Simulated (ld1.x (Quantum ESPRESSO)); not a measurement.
**platinum: one change to a TM potential, before and after**

platinum, norm-conserving Troullier–Martins (Kleinman–Bylander form), made with ld1.x (Quantum ESPRESSO) 7.5 (PBE, scalar-relativistic). Core [Xe] 4f14, reference 5d8 6s2 6p0. Waves: 6s (bound): rc 2.40 bohr; 6p (bound, empty): rc 2.30 bohr; 5d (bound): rc 1.95 bohr. Local part: all-electron potential smoothed inside 2.30 bohr (lloc = -2). Core correction: a·sin(br)/r model core inside 2.05 bohr.

All-electron outer shells of the reference configuration (PBE, scalar-relativistic, ld1.x):

```tsv
shell	level (eV)	outermost node (bohr)	outermost maximum (bohr)
4f	-72.93	–	0.38
5p	-58.59	0.53	0.98
5d	-8.05	0.57	1.24
6s	-6.50	1.14	2.32
6p	-1.16	1.35	3.42
```

Change: type ultrasoft; waves now 6s (bound): rcut 2.10, rcutus 2.40 bohr; 6s channel at -0.15 Ry: rcut 2.10, rcutus 2.40 bohr; 6p (bound): rcut 2.00, rcutus 2.30 bohr; 6p channel at 0.5 Ry: rcut 2.00, rcutus 2.30 bohr; 5d (bound): rcut 1.70, rcutus 1.95 bohr; 5d channel at -0.25 Ry: rcut 1.70, rcutus 1.95 bohr; local potential all-electron potential smoothed inside 1.50 bohr (lloc = -1); augmentation built from norm-conserving waves at rcut, not smoothed further.

Cutoffs: the cutoffs (Ry, on a coarse ladder) from which the occupation-weighted sum of valence levels, in a spherical-Bessel basis at the reference potential, stays within 10 and 1 mRy of its value at 400 Ry; they do not see the model core or the augmentation charge, which bear on the density cutoff. Errors are all-electron minus pseudo energies relative to the spin-unpolarised reference configuration.

Task: Predict the effect on cutoff, ghosts and configuration errors.

Result: The potential gets softer (40 Ry and 50 Ry → 30 Ry and 50 Ry); a bound ghost appears in p, s, which as a rule spoils a file; of the 7 tests that both files solve, the error grows in 0 and shrinks in 4 by more than 15 % and 0.3 meV (median size 77.7 → 63.1 meV); the range in which the s phases agree widens (upper end 1.6 → 4.7); the range in which the p phases agree widens (upper end 0.5 → at the end of the scan). Several settings change at once here, so the effects cannot be laid on one of them.

```csv
quantity,base,changed
"cutoff, loose",40 Ry,30 Ry
"cutoff, tight",50 Ry,50 Ry
loose cutoff by channel (10 mRy a level),"s 8 Ry, d 35 Ry","s 6 Ry, d 25 Ry"
bound ghosts,none,"s, p"
"error for 5d9 6s1 6p0, meV [ΔE -1.00 eV]",-55,-43
"error for 5d9 6s0 6p0, meV [ΔE 8.19 eV]",-105,-90
"error for 5d8 6s0 6p0, meV [ΔE 28.15 eV]",-45,-41
"error for 5d9 6s0.5 6p0, meV [ΔE 2.69 eV]",-78,-63
"error for 5d6 6s0 6p0, meV [ΔE 106.02 eV]",-386,-236
"error for 5d10 6s0 6p0, meV [ΔE -1.02 eV]",-190,-138
"error for 5d8 6s1 6p0, meV [ΔE 10.16 eV]",-10,-11
s: phases at 2.58 bohr within 0.05 rad from the reference energy up to (Ry; the scan ends near 5),1.6,4.7
p: phases at 2.58 bohr within 0.05 rad from the reference energy up to (Ry; the scan ends near 5),0.5,to the end of the scan
d: phases at 2.58 bohr within 0.05 rad from the reference energy up to (Ry; the scan ends near 5),1.6,to the end of the scan
```

 A true bound ghost makes a file unfit for plane-wave use even where its test errors are small: the radial tests pick states by their node count and pass the ghost by.
